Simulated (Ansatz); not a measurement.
Basis-set extrapolation for C2H6ClFOSSi (`CO[Si](F)(Cl)SC`) (PBE0-D4/def2-TZVP geometry, frozen core, Ansatz 0.2.0). Multiplicity 1, RHF reference.

```json
{"": "HF", "def2-TZVPP": "-1399.844386", "def2-QZVPP": "-1399.890063"}
{"": "MP2 correlation", "def2-TZVPP": "-1.308740", "def2-QZVPP": "-1.420636"}
{"": "CCSD(T) correlation", "def2-TZVPP": "-1.419910", "def2-QZVPP": "not run"}
```

Energies in hartree. Use E(X) = E(∞) + A·exp(−7.88·√X) for Hartree–Fock and E(X) = E(∞) + B·X^(−2.97) for correlation, with X = 3 and 4, and add CCSD(T) minus MP2 of the smaller set to the MP2 limit.

Problem. What is the CCSD(T) energy at the basis-set limit?

Solution. HF limit: -1399.890063 + (-0.045677) × 0.13774 = -1399.89635. MP2 limit: -1.420636 + (-0.111896) × 0.74074 = -1.50352. Higher-order term: -1.419910 − (-1.308740) = -0.11117. Total: -1401.51104 hartree, 647.8 kJ/mol below CCSD(T)/def2-TZVPP.
